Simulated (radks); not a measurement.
The selenium ion Se3+, configuration [Ar] 3d10 4s2 4p1. Method: Dirac Kohn-Sham, PBE, spin-unpolarised, spherical densities, point nucleus; open shells fill j = l - 1/2 first; computed with a radial shooting solver on a logarithmic mesh with Libxc functionals. Some entries of the table are withheld. Estimate them.

orbital  occ.  eigenvalue (hartree)  <1/r> (bohr^-1)  <r> (bohr)
1s1/2       2             -460.7681            34.56     0.04408
2s1/2       2             -60.38312            7.685         (1)
2p1/2       2             -54.30938              (2)      0.1685
2p3/2       4             -52.77436              (3)      0.1723
3s1/2       2              -9.17869            2.500      0.5736
3p1/2       2                   (4)              (5)      0.5819
3p3/2       4                   (6)              (7)      0.5924
3d3/2       4                   (8)            2.047      0.6240
3d5/2       6                   (9)            2.033      0.6282
4s1/2       2              -1.81003           0.8088        (10)
4p1/2       1              -1.35078           0.7019       1.866
4p3/2       0              -1.32905           0.6907       1.892

Answer. 
(1) 2s1/2 <r> (bohr): 0.1957
(2) 2p1/2 <1/r> (bohr^-1): 7.651
(3) 2p3/2 <1/r> (bohr^-1): 7.414
(4) 3p1/2 eigenvalue (hartree): -7.10067
(5) 3p1/2 <1/r> (bohr^-1): 2.380
(6) 3p3/2 eigenvalue (hartree): -6.88454
(7) 3p3/2 <1/r> (bohr^-1): 2.323
(8) 3d3/2 eigenvalue (hartree): -3.30212
(9) 3d5/2 eigenvalue (hartree): -3.26903
(10) 4s1/2 <r> (bohr): 1.640
